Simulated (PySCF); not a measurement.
Spectrum to structure. Level of theory: TDDFT CAM-B3LYP/def2-SVPD, vertical, gas phase, core orbitals frozen in the response in PySCF. Geometries: PBE0-D3(BJ)/def2-SVP, one conformer each.

| state | E (eV) | f |
| --- | --- | --- |
| S1 | 7.16 | 0.0009 |
| S2 | 7.59 | 0.0053 |
| S3 | 8.04 | 0.0073 |
| S4 | 8.10 | 0.0077 |
| S5 | 8.49 | 0.026 |
| S6 | 8.57 | 0.028 |
| S7 | 8.60 | 0.023 |
| S8 | 8.79 | 0.052 |
| S9 | 8.82 | 0.051 |
| S10 | 8.85 | 0.0044 |

Triplets computed (Tamm–Dancoff): 6.75, 7.32, 7.75, 7.86 eV.

**Question.** Which candidate is it? All have the formula C4H8F2O2Si.
A. `FC(F)O[C@H]1CC[SiH2]O1`
B. `O=C(O[SiH3])C(CF)CF`
C. `FC[C@@H]1O[SiH2]O[C@H]1CF`

**Answer.** C. Its S1 lies at 7.16 eV; the nearest of the others has S1 at 7.56 eV. S1 is HOMO-1→LUMO (44%), HOMO→LUMO (44%). Löwdin shares by element: HOMO oxygen 44% or more, carbon 20% or more, silicon 9% (atoms not listed hold the other 26%); LUMO silicon 34%, oxygen 27%, hydrogen 12% or more (atoms not listed hold the other 27%). At the same level the other candidates give, for their lowest levels:
- `O=C(O[SiH3])C(CF)CF`: 5.87 eV (f 0.001); 7.84 eV (f 0.010); 8.13 eV (f 0.007); 8.24 eV (f 0.100); 8.27 eV (f 0.005); T1 5.36 eV; HOMO -10.14, LUMO 0.56 eV
- `FC(F)O[C@H]1CC[SiH2]O1`: 7.56 eV (f 0.004); 7.90 eV (f 0.033); 8.27 eV (f 0.018); 8.53 eV (f 0.032); 8.63 eV (f 0.027); T1 7.15 eV; HOMO -10.15, LUMO 0.92 eV

Without π bonds the low states are Rydberg-like; a valence basis with one diffuse set may place them up to an eV too high.
